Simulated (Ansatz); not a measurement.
Cartesian coordinates in Å:
```
Al -1.161 -0.906 0.551
C 0.469 -0.902 -0.626
Si 0.696 0.911 -0.734
Se -0.544 1.662 1.132
H -1.066 -1.642 1.957
H -2.551 -0.687 -0.193
H 0.326 -1.369 -1.603
H 1.307 -1.382 -0.113
H 2.051 1.506 -0.596
H -0.032 1.556 -1.854
H 0.504 1.254 2.079
```

The species carries charge 0 and has multiplicity 1.

**Question.** List the CAM-B3LYP/def2-TZVPP orbital energies in eV (Ansatz). (Best estimate.)

**Answer.** Computed: Occupied: -12353.47, -1801.84, -1582.66, -1525.71, -1420.87, -1420.84, -1420.81, -278.07, -215.25, -159.36, -159.24, -159.14, -146.36, -113.74, -101.75, -101.66, -101.62, -74.46, -74.30, -74.28, -60.17, -60.13, -60.05, -59.95, -59.95, -22.35, -20.77, -16.27, -13.63, -13.34, -12.62, -11.67, -11.34, -10.46, -9.38, -9.28, -8.84. Lowest empty: 0.41, 0.54, 0.90, 1.66, 1.96, 2.43, 2.63, 3.01.
